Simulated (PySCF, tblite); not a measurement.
Isomers of C2H5O3Si (doublet state), one GFN2-xTB conformer each. Single-point energies are computed at B3LYP/pcH-1 (PySCF, gas phase, no added dispersion term), electronic only. GFN2-xTB treats the open shell by occupation alone, and not every SCF solution was tested for stability.

**Question.** Rank them by B3LYP/pcH-1 energy, lowest first (kJ/mol).
A. `[O:1]=[C:2]([OH:3])[CH2:4][O:5][SiH2:6]` (doublet state) with O1–C2–O3–H 3°, O1–C2–C4–O5 -102°, C2–C4–O5–Si6 -177°, C4–O5–Si6–H 64° and -66°
B. `[O:1]=[C:2]([OH:3])[CH:4][O:5][SiH3:6]` (doublet state) with O1–C2–O3–H 0°, O1–C2–C4–O5 0°, C2–C4–O5–Si6 0°

**Answer.** B (0.0), A (51.1).

GFN2-xTB itself gives, in the same order: 0.0, 79.0. Both levels put the same isomer lowest.

**Question.** What happens when harmonic zero-point energies from GFN2-xTB frequencies are added?

**Answer.** 
```json
{"SMILES": "O=C(O)[CH]O[SiH3]", "ZPE (kJ/mol)": "176.6", "electronic (kJ/mol)": "0.0", "with ZPE (kJ/mol)": "0.0"}
{"SMILES": "O=C(O)CO[SiH2]", "ZPE (kJ/mol)": "182.1", "electronic (kJ/mol)": "51.1", "with ZPE (kJ/mol)": "56.6"}
```

The zero-point energies span 5.5 kJ/mol. The order is unchanged.
